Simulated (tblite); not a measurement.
A geometry optimisation, step by step.

Compound: C5H9ClSeSi2.
SMILES with atom numbers: `[Cl:1][C:2]1=[CH:3][SiH2:4][Si@H:5]([CH:6]2[CH2:7][CH2:8]2)[Se:9]1` (hydrogens: H10 on C3; H11, H12 on Si4; H13 on Si5; H14 on C6; H15, H16 on C7; H17, H18 on C8)

Computed with GFN2-xTB (tblite), gas phase: L-BFGS steps from a force-field or distance-geometry start until the largest atomic force falls under 0.01 eV/Å. 5 of its 110 geometries are shown.

Step 0: E = -718.7395 eV, largest atomic force 2.092 eV/Å
```
atom  x, y, z in Å  |  force x, y, z in eV/Å
Cl1     4.038   -1.679    1.008   -0.727   0.208  -0.695
C2      2.793   -0.724    0.182    0.543   0.208   0.562
C3      2.696    0.576    0.476    0.100  -0.251  -0.063
Si4     1.339    1.600   -0.272    0.746   1.850   0.630
Si5     0.057   -0.044   -0.940   -1.138  -0.945  -0.572
C6     -1.172   -0.496    0.397   -0.469  -0.184   0.331
C7     -2.491    0.247    0.324   -0.224  -0.580   0.424
C8     -2.406   -1.211   -0.083   -0.546   0.218   0.298
Se9     1.665   -1.640   -1.097    0.607  -0.536   0.268
H10     3.367    1.052    1.173    0.147  -0.285   0.059
H11     0.658    2.410    0.750    0.258   0.107  -0.061
H12     1.845    2.372   -1.397    0.139   0.305  -0.005
H13    -0.596    0.241   -2.227   -0.006  -0.395  -0.012
H14    -0.832   -0.766    1.422   -0.126   0.239  -0.896
H15    -2.626    0.955   -0.522   -0.037  -0.366   1.210
H16    -2.987    0.406    1.322    0.443   0.346  -1.472
H17    -2.497   -1.372   -1.180   -0.037  -0.367   1.223
H18    -2.860   -1.921    0.651    0.328   0.430  -1.228
```

Step 27: E = -719.3906 eV, largest atomic force 0.088 eV/Å
```
atom  x, y, z in Å  |  force x, y, z in eV/Å
Cl1     4.074   -1.664    0.866    0.047  -0.025  -0.010
C2      2.827   -0.676    0.203   -0.007  -0.031  -0.003
C3      2.747    0.624    0.480    0.056  -0.021   0.011
Si4     1.408    1.720   -0.235    0.005  -0.046  -0.013
Si5     0.046   -0.025   -0.965    0.018  -0.014   0.016
C6     -1.263   -0.509    0.308    0.010   0.019   0.004
C7     -2.583    0.209    0.341   -0.005  -0.018  -0.012
C8     -2.529   -1.219   -0.084    0.029  -0.010  -0.003
Se9     1.675   -1.696   -0.926   -0.036   0.024   0.054
H10     3.495    1.032    1.142    0.041   0.030   0.014
H11     0.862    2.568    0.824   -0.060   0.023   0.052
H12     1.981    2.583   -1.269   -0.010   0.047  -0.074
H13    -0.516   -0.134   -2.314   -0.012   0.021  -0.047
H14    -0.859   -0.788    1.276   -0.028   0.002   0.013
H15    -2.769    0.955   -0.418   -0.005  -0.015   0.016
H16    -3.017    0.453    1.299    0.012  -0.019  -0.009
H17    -2.688   -1.450   -1.126    0.002   0.010   0.007
H18    -2.900   -1.978    0.589   -0.057   0.024  -0.017
```

Step 54: E = -719.4280 eV, largest atomic force 0.281 eV/Å
```
atom  x, y, z in Å  |  force x, y, z in eV/Å
Cl1     4.418   -1.540    0.630   -0.115   0.069  -0.064
C2      2.994   -0.646    0.223   -0.099  -0.087  -0.016
C3      2.961    0.687    0.297    0.174  -0.064   0.006
Si4     1.419    1.681   -0.109    0.085  -0.035   0.032
Si5     0.061   -0.116   -0.713    0.094  -0.019   0.092
C6     -1.413   -0.551    0.379   -0.050  -0.048   0.048
C7     -2.693    0.226    0.289   -0.002   0.035  -0.013
C8     -2.648   -1.175   -0.215   -0.006   0.016  -0.025
Se9     1.581   -1.836   -0.306    0.204   0.187   0.041
H10     3.893    1.164    0.594   -0.280   0.006  -0.018
H11     0.955    2.461    1.048    0.040  -0.062  -0.004
H12     1.724    2.631   -1.183   -0.006  -0.015  -0.025
H13    -0.300   -0.258   -2.130   -0.044  -0.025  -0.013
H14    -1.159   -0.908    1.371    0.029  -0.003   0.030
H15    -2.735    1.018   -0.443   -0.064   0.051   0.002
H16    -3.241    0.438    1.196    0.038  -0.005  -0.028
H17    -2.675   -1.316   -1.285   -0.016  -0.068   0.000
H18    -3.150   -1.953    0.344    0.019   0.065  -0.045
```

Step 82: E = -719.4466 eV, largest atomic force 0.033 eV/Å
```
atom  x, y, z in Å  |  force x, y, z in eV/Å
Cl1     4.490   -1.496    0.545    0.003  -0.002  -0.007
C2      3.036   -0.635    0.196   -0.009   0.006   0.006
C3      2.973    0.693    0.285   -0.004   0.004  -0.009
Si4     1.408    1.654   -0.082   -0.002   0.009  -0.004
Si5     0.071   -0.166   -0.645   -0.012  -0.012  -0.011
C6     -1.437   -0.574    0.412   -0.001  -0.005   0.003
C7     -2.685    0.250    0.262    0.011   0.009  -0.007
C8     -2.665   -1.154   -0.235    0.013  -0.002   0.012
Se9     1.646   -1.844   -0.297    0.001   0.009   0.008
H10     3.873    1.211    0.585    0.003   0.000   0.003
H11     0.999    2.420    1.102   -0.004  -0.010  -0.011
H12     1.641    2.591   -1.187    0.004  -0.004   0.021
H13    -0.315   -0.328   -2.057    0.006   0.004   0.000
H14    -1.230   -0.926    1.417   -0.007  -0.007  -0.001
H15    -2.683    1.047   -0.466    0.009   0.010  -0.007
H16    -3.260    0.477    1.148    0.007  -0.008  -0.005
H17    -2.648   -1.313   -1.303   -0.019  -0.009   0.025
H18    -3.222   -1.903    0.307    0.000   0.007  -0.017
```

Step 109: E = -719.4484 eV, largest atomic force 0.010 eV/Å
```
atom  x, y, z in Å  |  force x, y, z in eV/Å
Cl1     4.523   -1.462    0.510    0.002  -0.005   0.001
C2      3.049   -0.626    0.191    0.004   0.000   0.008
C3      2.967    0.701    0.279   -0.002  -0.003  -0.002
Si4     1.380    1.634   -0.066    0.003   0.002   0.000
Si5     0.079   -0.206   -0.650   -0.007  -0.005   0.000
C6     -1.434   -0.591    0.406   -0.002  -0.006   0.000
C7     -2.655    0.271    0.249    0.002   0.003   0.006
C8     -2.681   -1.138   -0.233    0.005  -0.001   0.002
Se9     1.668   -1.859   -0.266    0.001   0.000  -0.005
H10     3.865    1.233    0.560   -0.005   0.002  -0.002
H11     0.946    2.360    1.134    0.001   0.000  -0.005
H12     1.604    2.604   -1.142   -0.004   0.006   0.000
H13    -0.298   -0.385   -2.062    0.009   0.000   0.000
H14    -1.237   -0.941    1.414    0.000   0.001  -0.004
H15    -2.627    1.060   -0.488    0.001   0.002   0.000
H16    -3.221    0.525    1.132   -0.009   0.002   0.004
H17    -2.674   -1.312   -1.298    0.000  -0.001   0.001
H18    -3.261   -1.863    0.319    0.000   0.002  -0.003
```

Q: Summarise the path.

A: The energy falls by 16.35 kcal/mol from step 0 to step 109; nine tenths of that is first reached at step 18. It rises by more than 0.2 meV at step 54. The largest force goes from 2.092 to 0.010 eV/Å. Among the bonds Si4–Si5 changes most, from 2.189 to 2.328 Å; the atoms move by 0.474 Å rms after alignment.

Q: Follow the three bonds and two angles with the largest change from start to end.

A: 
```json
{"step": "0", "E above end (kcal/mol)": "16.35", "largest force (eV/Å)": "2.092", "Si4–Si5 (Å)": "2.189", "Si5–Se9 (Å)": "2.271", "Cl1–C2 (Å)": "1.773", "Se9–Si5–H13 (°)": "113.0", "H15–C7–H16 (°)": "122.1"}
{"step": "5", "E above end (kcal/mol)": "5.07", "largest force (eV/Å)": "0.450", "Si4–Si5 (Å)": "2.288", "Si5–Se9 (Å)": "2.345", "Cl1–C2 (Å)": "1.717", "Se9–Si5–H13 (°)": "113.0", "H15–C7–H16 (°)": "112.0"}
{"step": "9", "E above end (kcal/mol)": "3.24", "largest force (eV/Å)": "0.415", "Si4–Si5 (Å)": "2.317", "Si5–Se9 (Å)": "2.314", "Cl1–C2 (Å)": "1.729", "Se9–Si5–H13 (°)": "111.1", "H15–C7–H16 (°)": "112.4"}
{"step": "14", "E above end (kcal/mol)": "1.83", "largest force (eV/Å)": "0.193", "Si4–Si5 (Å)": "2.321", "Si5–Se9 (Å)": "2.326", "Cl1–C2 (Å)": "1.724", "Se9–Si5–H13 (°)": "104.8", "H15–C7–H16 (°)": "113.9"}
{"step": "19", "E above end (kcal/mol)": "1.59", "largest force (eV/Å)": "0.143", "Si4–Si5 (Å)": "2.338", "Si5–Se9 (Å)": "2.326", "Cl1–C2 (Å)": "1.724", "Se9–Si5–H13 (°)": "104.1", "H15–C7–H16 (°)": "113.7"}
{"step": "24", "E above end (kcal/mol)": "1.41", "largest force (eV/Å)": "0.107", "Si4–Si5 (Å)": "2.330", "Si5–Se9 (Å)": "2.333", "Cl1–C2 (Å)": "1.727", "Se9–Si5–H13 (°)": "103.7", "H15–C7–H16 (°)": "113.8"}
{"step": "28", "E above end (kcal/mol)": "1.30", "largest force (eV/Å)": "0.106", "Si4–Si5 (Å)": "2.332", "Si5–Se9 (Å)": "2.332", "Cl1–C2 (Å)": "1.722", "Se9–Si5–H13 (°)": "103.4", "H15–C7–H16 (°)": "113.3"}
{"step": "33", "E above end (kcal/mol)": "1.16", "largest force (eV/Å)": "0.078", "Si4–Si5 (Å)": "2.330", "Si5–Se9 (Å)": "2.335", "Cl1–C2 (Å)": "1.725", "Se9–Si5–H13 (°)": "103.9", "H15–C7–H16 (°)": "113.4"}
{"step": "38", "E above end (kcal/mol)": "1.06", "largest force (eV/Å)": "0.081", "Si4–Si5 (Å)": "2.332", "Si5–Se9 (Å)": "2.336", "Cl1–C2 (Å)": "1.725", "Se9–Si5–H13 (°)": "104.5", "H15–C7–H16 (°)": "114.0"}
{"step": "43", "E above end (kcal/mol)": "0.93", "largest force (eV/Å)": "0.095", "Si4–Si5 (Å)": "2.327", "Si5–Se9 (Å)": "2.330", "Cl1–C2 (Å)": "1.724", "Se9–Si5–H13 (°)": "104.4", "H15–C7–H16 (°)": "113.2"}
{"step": "47", "E above end (kcal/mol)": "0.77", "largest force (eV/Å)": "0.127", "Si4–Si5 (Å)": "2.326", "Si5–Se9 (Å)": "2.333", "Cl1–C2 (Å)": "1.726", "Se9–Si5–H13 (°)": "104.4", "H15–C7–H16 (°)": "113.2"}
{"step": "52", "E above end (kcal/mol)": "0.50", "largest force (eV/Å)": "0.128", "Si4–Si5 (Å)": "2.332", "Si5–Se9 (Å)": "2.332", "Cl1–C2 (Å)": "1.725", "Se9–Si5–H13 (°)": "104.8", "H15–C7–H16 (°)": "114.1"}
{"step": "57", "E above end (kcal/mol)": "0.24", "largest force (eV/Å)": "0.071", "Si4–Si5 (Å)": "2.325", "Si5–Se9 (Å)": "2.322", "Cl1–C2 (Å)": "1.726", "Se9–Si5–H13 (°)": "105.1", "H15–C7–H16 (°)": "113.6"}
{"step": "62", "E above end (kcal/mol)": "0.15", "largest force (eV/Å)": "0.081", "Si4–Si5 (Å)": "2.333", "Si5–Se9 (Å)": "2.327", "Cl1–C2 (Å)": "1.723", "Se9–Si5–H13 (°)": "104.6", "H15–C7–H16 (°)": "113.8"}
{"step": "66", "E above end (kcal/mol)": "0.11", "largest force (eV/Å)": "0.052", "Si4–Si5 (Å)": "2.326", "Si5–Se9 (Å)": "2.325", "Cl1–C2 (Å)": "1.726", "Se9–Si5–H13 (°)": "104.8", "H15–C7–H16 (°)": "113.6"}
{"step": "71", "E above end (kcal/mol)": "0.08", "largest force (eV/Å)": "0.046", "Si4–Si5 (Å)": "2.330", "Si5–Se9 (Å)": "2.328", "Cl1–C2 (Å)": "1.724", "Se9–Si5–H13 (°)": "104.6", "H15–C7–H16 (°)": "113.4"}
{"step": "76", "E above end (kcal/mol)": "0.06", "largest force (eV/Å)": "0.022", "Si4–Si5 (Å)": "2.328", "Si5–Se9 (Å)": "2.326", "Cl1–C2 (Å)": "1.725", "Se9–Si5–H13 (°)": "104.3", "H15–C7–H16 (°)": "113.7"}
{"step": "81", "E above end (kcal/mol)": "0.04", "largest force (eV/Å)": "0.026", "Si4–Si5 (Å)": "2.328", "Si5–Se9 (Å)": "2.327", "Cl1–C2 (Å)": "1.725", "Se9–Si5–H13 (°)": "104.0", "H15–C7–H16 (°)": "113.5"}
{"step": "85", "E above end (kcal/mol)": "0.03", "largest force (eV/Å)": "0.034", "Si4–Si5 (Å)": "2.328", "Si5–Se9 (Å)": "2.327", "Cl1–C2 (Å)": "1.725", "Se9–Si5–H13 (°)": "104.0", "H15–C7–H16 (°)": "113.5"}
{"step": "90", "E above end (kcal/mol)": "0.02", "largest force (eV/Å)": "0.020", "Si4–Si5 (Å)": "2.328", "Si5–Se9 (Å)": "2.325", "Cl1–C2 (Å)": "1.725", "Se9–Si5–H13 (°)": "104.1", "H15–C7–H16 (°)": "113.6"}
{"step": "95", "E above end (kcal/mol)": "0.02", "largest force (eV/Å)": "0.019", "Si4–Si5 (Å)": "2.329", "Si5–Se9 (Å)": "2.325", "Cl1–C2 (Å)": "1.725", "Se9–Si5–H13 (°)": "104.2", "H15–C7–H16 (°)": "113.6"}
{"step": "100", "E above end (kcal/mol)": "0.01", "largest force (eV/Å)": "0.027", "Si4–Si5 (Å)": "2.327", "Si5–Se9 (Å)": "2.325", "Cl1–C2 (Å)": "1.725", "Se9–Si5–H13 (°)": "104.3", "H15–C7–H16 (°)": "113.6"}
{"step": "104", "E above end (kcal/mol)": "0.01", "largest force (eV/Å)": "0.023", "Si4–Si5 (Å)": "2.329", "Si5–Se9 (Å)": "2.326", "Cl1–C2 (Å)": "1.725", "Se9–Si5–H13 (°)": "104.3", "H15–C7–H16 (°)": "113.5"}
{"step": "109", "E above end (kcal/mol)": "0.00", "largest force (eV/Å)": "0.010", "Si4–Si5 (Å)": "2.328", "Si5–Se9 (Å)": "2.325", "Cl1–C2 (Å)": "1.725", "Se9–Si5–H13 (°)": "104.3", "H15–C7–H16 (°)": "113.6"}
```

The cost below is that of the whole relaxation. On one thread, Arm Neoverse N1 (aarch64), shared host with 64 logical CPUs at a one-minute load of 62, this took 2.3 s of wall time.
